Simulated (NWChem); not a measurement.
**Spin states of CH2N**

```xyz
4

C      0.0000     0.0000     0.5021
N      0.0000     0.0000    -0.7402
H     -0.9435     0.0000     1.0845
H      0.9435     0.0000     1.0845
```
Charge 0, spin multiplicity 2.

The numbers come from NWChem runs, not from measurements. The geometry was optimised at UPBE0/def2-SVP, a minimum by its harmonic frequencies.

Basis set: def2-TZVP. The gap is E(quartet) − E(doublet) at the geometry of the doublet, so a negative value puts the higher spin lower. Open shells are unrestricted. The quartet is the single determinant that the SCF runs reached, with unpaired electrons in orbitals of symmetry b1 and b2 and b2 (C2v labels); it need not be the lowest quartet, which in molecules with degenerate π orbitals can need several determinants.

B3LYP has NWChem's definition, with VWN1-RPA local correlation. The structure started from a generated list of species. The unpaired electrons of the parent sit in orbitals of symmetry b1 (C2v labels of the run); other states weren't searched. The stability of the SCF solutions was not checked.

### Question
One of these methods gave a vertical doublet-quartet gap of 123.4 kcal/mol. Which?
A) CAM-B3LYP
B) PBE
C) B3LYP

### Answer
B, PBE. The others give 120.5 (B3LYP), 119.0 (CAM-B3LYP).
